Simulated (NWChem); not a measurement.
Everything below was run with NWChem. System: H4Ge, charge 0, spin multiplicity 1, at a geometry optimised with PBE/def2-SVP. The structure started from a generated list of species. Level: G0W0@PBE/def2-TZVP, RI basis def2-tzvp-rifit.

The NWChem input:

```
start mol
memory heap 200 mb stack 700 mb global 1700 mb
geometry units angstroms nocenter noautoz
  Ge     0.000000     0.000000     0.000000
  H      0.000000    -1.264158    -0.893926
  H      0.000000     1.264158    -0.893926
  H      1.264159     0.000000     0.893925
  H     -1.264159     0.000000     0.893925
  symmetry group C2v
end
basis spherical
  * library def2-tzvp
end
basis "ri basis" bse spherical
  * library def2-tzvp-rifit
end
dft
  xc xpbe96 cpbe96
  iterations 100
  direct
  tolerances tight
end
task dft energy
gw
  states alpha occ 4 vir 2
end
task dft gw
```

Output (cleaned and shortened):

```
             Northwest Computational Chemistry Package (NWChem) 7.3.0
             --------------------------------------------------------

                                NWChem Input Module
                                -------------------

 Scaling coordinates for geometry "geometry" by  1.889725989
 (inverse scale =  0.529177249)

 Turning off AUTOSYM since
 SYMMETRY directive was detected!

                             Geometry "geometry" -> ""
                             -------------------------

 Output coordinates in angstroms (scale by  1.889725989 to convert to a.u.)

  No.       Tag          Charge          X              Y              Z
 ---- ---------------- ---------- -------------- -------------- --------------
    1 Ge                  32.0000     0.00000000     0.00000000     0.00000000
    2 H                    1.0000     0.00000000    -1.26415800    -0.89392600
    3 H                    1.0000     0.00000000     1.26415800    -0.89392600
    4 H                    1.0000     1.26415900     0.00000000     0.89392500
    5 H                    1.0000    -1.26415900     0.00000000     0.89392500

 Effective nuclear repulsion energy (a.u.)      45.0038715510

            Nuclear Dipole moment (a.u.)
            ----------------------------
        X                 Y               Z
 ---------------- ---------------- ----------------
     0.0000000000     0.0000000000    -0.0000037795

      Symmetry information
      --------------------

 Group name             C2v
 Group number             16
 Group order               4
 No. of unique centers     3

      Symmetry unique atoms

     1    2    4


 Summary of "ao basis" -> "" (spherical)
 ------------------------------------------------------------------------------
       Tag                 Description            Shells   Functions and Types
 ---------------- ------------------------------  ------  ---------------------
 *                         def2-tzvp                  on all atoms

 new library libraries.bse/

 Summary of "ri basis" -> "" (spherical)
 ------------------------------------------------------------------------------
       Tag                 Description            Shells   Functions and Types
 ---------------- ------------------------------  ------  ---------------------
 *                      def2-tzvp-rifit               on all atoms

  pbe96 is a nonlocal functional; adding pw91lda local functional.

                                 NWChem DFT Module
                                 -----------------

 Summary of "ao basis" -> "ao basis" (spherical)
 ------------------------------------------------------------------------------
       Tag                 Description            Shells   Functions and Types
 ---------------- ------------------------------  ------  ---------------------
 Ge                        def2-tzvp                16       48   6s5p4d1f
 H                         def2-tzvp                 4        6   3s1p

 Summary of "ao basis" -> "ao basis" (spherical)
 ------------------------------------------------------------------------------
       Tag                 Description            Shells   Functions and Types
 ---------------- ------------------------------  ------  ---------------------
 Ge                        def2-tzvp                16       48   6s5p4d1f
 H                         def2-tzvp                 4        6   3s1p

      Symmetry analysis of basis
      --------------------------

        a1         31
        a2          7
        b1         17
        b2         17

            General Information
            -------------------
          SCF calculation type: DFT
          Wavefunction type:  closed shell.
          No. of atoms     :     5
          No. of electrons :    36
           Alpha electrons :    18
            Beta electrons :    18
          Charge           :     0
          Spin multiplicity:     1
          Use of symmetry is: on ; symmetry adaption is: on
          Maximum number of iterations: 100
          This is a Direct SCF calculation.
          AO basis - number of functions:    72
                     number of shells:    32
          Convergence on energy requested:  1.00D-06
          Convergence on density requested:  1.00D-05
          Convergence on gradient requested:  5.00D-04

              XC Information
              --------------
          PerdewBurkeErnzerhof Exchange Functional  1.000
            Perdew 1991 LDA Correlation Functional  1.000 local
           PerdewBurkeErnz. Correlation Functional  1.000 non-local

             Grid Information
             ----------------
          Grid used for XC integration:  medium
          Radial quadrature: Mura-Knowles
          Angular quadrature: Lebedev.
          Tag              B.-S. Rad. Rad. Pts. Rad. Cut. Ang. Pts.
          ---              ---------- --------- --------- ---------
          Ge                  1.25      112           7.0       590
          H                   0.35       45           8.0       434
          Grid pruning is: on
          Number of quadrature shells:   202
          Spatial weights used:  Erf1

          Convergence Information
          -----------------------
          Convergence aids based upon iterative change in
          total energy or number of iterations.
          Levelshifting, if invoked, occurs when the
          HOMO/LUMO gap drops below (HL_TOL):  1.00D-02
          DIIS, if invoked, will attempt to extrapolate
          using up to (NFOCK): 10 stored Fock matrices.

                    Damping( 0%)  Levelshifting(0.5)       DIIS
[...]
 HOMO         =      -0.413465
 LUMO         =       0.087594

      Symmetry analysis of molecular orbitals - initial
      -------------------------------------------------

 !! scf_movecs_sym_adapt:    2 vectors were symmetry contaminated

  Symmetry fudging
  Numbering of irreducible representations:

     1 a1          2 a2          3 b1          4 b2

  Orbital symmetries:

     1 a1          2 a1          3 a1          4 b1          5 b2
     6 a1          7 a1          8 b1          9 b2         10 b2
    11 b1         12 a1         13 a1         14 a2         15 a1
    16 a1         17 b1         18 b2         19 a1         20 b2
    21 b1         22 a1         23 a1         24 a2         25 a1
    26 b1         27 b2         28 a1

   convergence    iter        energy       DeltaE   RMS-Dens  Diis-err    time
 ---------------- ----- ----------------- --------- --------- ---------  ------
 d= 0,ls=0.0,diis     1  -2079.0350278716 -2.12D+03  5.39D-03  5.59D-01     2.9
 d= 0,ls=0.0,diis     2  -2079.0533922440 -1.84D-02  2.79D-03  7.34D-02     4.4
 d= 0,ls=0.0,diis     3  -2079.0565493738 -3.16D-03  6.79D-04  2.59D-02     5.9
 d= 0,ls=0.0,diis     4  -2079.0574582443 -9.09D-04  2.46D-04  6.06D-04     7.4
 d= 0,ls=0.0,diis     5  -2079.0575153195 -5.71D-05  2.69D-05  7.52D-06     8.8
 d= 0,ls=0.0,diis     6  -2079.0575163430 -1.02D-06  6.10D-07  3.44D-09    10.3
 d= 0,ls=0.0,diis     7  -2079.0575163433 -3.14D-10  1.63D-07  1.19D-10    11.7

         Total DFT energy =    -2079.057516343339
      One electron energy =    -2986.264097361538
           Coulomb energy =      942.323658478023
    Exchange-Corr. energy =      -80.120949010843
 Nuclear repulsion energy =       45.003871551020

 Numeric. integr. density =       36.000022902720

     Total iterative time =     10.4s

                  Occupations of the irreducible representations
                  ----------------------------------------------

                     irrep           alpha         beta
                     --------     --------     --------
                     a1                9.0          9.0
                     a2                1.0          1.0
                     b1                4.0          4.0
                     b2                4.0          4.0

                       DFT Final Molecular Orbital Analysis
                       ------------------------------------

 Vector   16  Occ=2.000000D+00  E=-3.059070D-01  Symmetry=a1
              MO Center= -3.8D-10,  3.0D-10, -4.3D-07, r^2= 2.7D+00
   Bfn.  Coefficient  Atom+Function         Bfn.  Coefficient  Atom+Function
  ----- ------------  ---------------      ----- ------------  ---------------
    18      0.339924  1 Ge pz                21      0.195046  1 Ge pz
    12     -0.166507  1 Ge pz                50     -0.166791  2 H  s
    56     -0.166791  3 H  s                 62      0.166791  4 H  s
    68      0.166791  5 H  s                 49     -0.099467  2 H  s
    55     -0.099467  3 H  s                 61      0.099467  4 H  s

 Vector   17  Occ=2.000000D+00  E=-3.059025D-01  Symmetry=b1
              MO Center=  3.8D-10,  5.1D-16,  5.8D-01, r^2= 2.3D+00
   Bfn.  Coefficient  Atom+Function         Bfn.  Coefficient  Atom+Function
  ----- ------------  ---------------      ----- ------------  ---------------
    16      0.339924  1 Ge px                62      0.235879  4 H  s
    68     -0.235879  5 H  s                 19      0.195047  1 Ge px
    10     -0.166506  1 Ge px                61      0.140668  4 H  s
    67     -0.140668  5 H  s                 63      0.135426  4 H  s
    69     -0.135426  5 H  s                 25      0.080222  1 Ge d  1

 Vector   18  Occ=2.000000D+00  E=-3.059024D-01  Symmetry=b2
              MO Center= -8.8D-16, -3.0D-10, -5.8D-01, r^2= 2.3D+00
   Bfn.  Coefficient  Atom+Function         Bfn.  Coefficient  Atom+Function
  ----- ------------  ---------------      ----- ------------  ---------------
    17      0.339924  1 Ge py                50     -0.235879  2 H  s
    56      0.235879  3 H  s                 20      0.195047  1 Ge py
    11     -0.166506  1 Ge py                49     -0.140668  2 H  s
    55      0.140668  3 H  s                 51     -0.135426  2 H  s
    57      0.135426  3 H  s                 23      0.080222  1 Ge d -1

 Vector   19  Occ=0.000000D+00  E= 2.767379D-03  Symmetry=a1
              MO Center= -6.5D-15,  1.8D-14,  7.5D-06, r^2= 5.4D+00
   Bfn.  Coefficient  Atom+Function         Bfn.  Coefficient  Atom+Function
  ----- ------------  ---------------      ----- ------------  ---------------
     6      2.029510  1 Ge s                 51     -0.862706  2 H  s
    57     -0.862706  3 H  s                 63     -0.862722  4 H  s
    69     -0.862722  5 H  s                  5      0.481125  1 Ge s
     4     -0.226895  1 Ge s                  3     -0.186801  1 Ge s
     2      0.076118  1 Ge s                 49     -0.064848  2 H  s

 Vector   20  Occ=0.000000D+00  E= 2.009695D-02  Symmetry=b2
              MO Center=  9.3D-16, -3.0D-11,  6.4D-02, r^2= 4.2D+00
   Bfn.  Coefficient  Atom+Function         Bfn.  Coefficient  Atom+Function
  ----- ------------  ---------------      ----- ------------  ---------------
    20      1.422580  1 Ge py                51      1.057609  2 H  s
    57     -1.057609  3 H  s                 17      0.264039  1 Ge py
    50      0.145822  2 H  s                 56     -0.145822  3 H  s
    11     -0.130370  1 Ge py                23     -0.114531  1 Ge d -1
    49      0.081899  2 H  s                 55     -0.081899  3 H  s

 Vector   21  Occ=0.000000D+00  E= 2.009702D-02  Symmetry=b1
              MO Center=  1.8D-11, -4.5D-16, -6.4D-02, r^2= 4.2D+00
   Bfn.  Coefficient  Atom+Function         Bfn.  Coefficient  Atom+Function
  ----- ------------  ---------------      ----- ------------  ---------------
    19      1.422581  1 Ge px                63     -1.057609  4 H  s
    69      1.057609  5 H  s                 16      0.264039  1 Ge px
    62     -0.145822  4 H  s                 68      0.145822  5 H  s
    10     -0.130370  1 Ge px                25     -0.114531  1 Ge d  1
    61     -0.081899  4 H  s                 67      0.081899  5 H  s

 center of mass
 --------------
 x =   0.00000000 y =   0.00000000 z =  -0.00000005

 moments of inertia (a.u.)
 ------------------
          23.007025382596           0.000000000000           0.000000000000
           0.000000000000          23.007043581461           0.000000000000
           0.000000000000           0.000000000000          23.006250719037

     Multipole analysis of the density
     ---------------------------------

     L   x y z        total         alpha         beta         nuclear
     -   - - -        -----         -----         ----         -------
     0   0 0 0     -0.000000    -18.000000    -18.000000     36.000000

     1   1 0 0      0.000000      0.000000      0.000000      0.000000
     1   0 1 0     -0.000000     -0.000000     -0.000000      0.000000
     1   0 0 1      0.000001      0.000002      0.000002     -0.000004

     2   2 0 0    -15.543070    -13.478446    -13.478446     11.413821
     2   1 1 0     -0.000000     -0.000000     -0.000000      0.000000
     2   1 0 1     -0.000000     -0.000000     -0.000000      0.000000
     2   0 2 0    -15.543073    -13.478438    -13.478438     11.413803
     2   0 1 1      0.000000      0.000000      0.000000      0.000000
     2   0 0 2    -15.543049    -13.478820    -13.478820     11.414590

 Task  times  cpu:       11.7s     wall:       11.7s

                                NWChem Input Module
                                -------------------

                                 NWChem GW Module
                                 ----------------

                             ***********************
                             ***        GW       ***
                             ***********************

 Summary of "ri basis" -> "ri basis" (spherical)
 ------------------------------------------------------------------------------
       Tag                 Description            Shells   Functions and Types
 ---------------- ------------------------------  ------  ---------------------
 Ge                     def2-tzvp-rifit             37      159   10s9p8d5f4g1h
 H                      def2-tzvp-rifit              7       15   4s2p1d

                 Memory Information
                 ------------------
          Available GA per process is          1700.0 MBs
          Available stack per process is        700.0 MBs
          Available heap per process is           0.0 MBs

          Peak memory in Initialization
              Peak GA per process is                  2.8 MBs
              Peak stack per process is               0.0 MBs
              Peak heap per process is                3.1 MBs
              Memory not in MA per process            0.0 MBs

          Peak memory in AFF Calculation
              Peak GA per process is                 11.2 MBs
              Peak stack per process is               7.2 MBs
              Peak heap per process is                0.0 MBs
              Memory not in MA per process            7.2 MBs

          Computing 2-center integrals
          Computing Inverse Cholesky factor
          Computing 3-center integrals
          Computing V_xc ...

          Computing Sigma_x
          Computing RPA polarizability
          Solving quasiparticle equations

                  Alpha Orbitals
          State     Energy (eV)     Error (eV)
          -----------------------------------
@GW        15        -16.467           0.004
@GW        16        -11.751           0.002
@GW        17        -11.751           0.002
@GW        18        -11.751           0.002
@GW        19          3.071           0.002
@GW        20          3.485           0.002

   Applying  -3.4270 eV scissor-shift to rest of particle states

   Applying   2.9956 eV scissor-shift to rest of hole states

     GW Timing Statistics
   ------------------------
   Init.   :          0.2s
     ERIs  :          0.7s
     Distr.:          0.0s
     Vxc   :          0.2s
   Sigma_x :          0.0s
   RPA     :          0.3s
   Wmn     :          0.0s
   Sigma_c :          0.0s
   GW total:          1.4s

 Task  times  cpu:        1.4s     wall:        1.4s

 Total times  cpu:       13.2s     wall:       13.2s
```
